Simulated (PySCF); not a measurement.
Sb⁺: excitation energy

Sb⁺ [Kr] 4d10 5s2 5p2 (3P) → Sb⁺ [Kr] 4d10 5s1 5p3, s spin flipped, as a difference of total energies. All numbers are calculated (PySCF 2.14, the spin-free X2C one-electron Hamiltonian (Gaussian nucleus), in x2c-QZVPPall with one added diffuse shell each of s, p, d, f type (14s10p8d5f1g, 128 functions)). Correlated levels: valence: [Kr] 4d10 frozen; valence and next inner shell: [Ar] 3d10 frozen. The calculations carry no spin-orbit coupling.

| method | excitation energy (cm⁻¹) |
| --- | --- |
| UHF | 87347 |
| LDA | 70076 |
| PBE | 69782 |
| PBE0 | 74422 |
| r2SCAN | 73053 |
| LC-wPBE | 80051 |
| BHandHLYP | 79093 |
| revPBE | 69767 |
| MP2 (valence) | 77038 |
| SCS-MP2 (valence) | 76198 |
| MP2 (valence and next inner shell) | 72816 |
| SCS-MP2 (valence and next inner shell) | 72540 |

The upper determinant mixes two multiplicities, so it lies between the two terms.
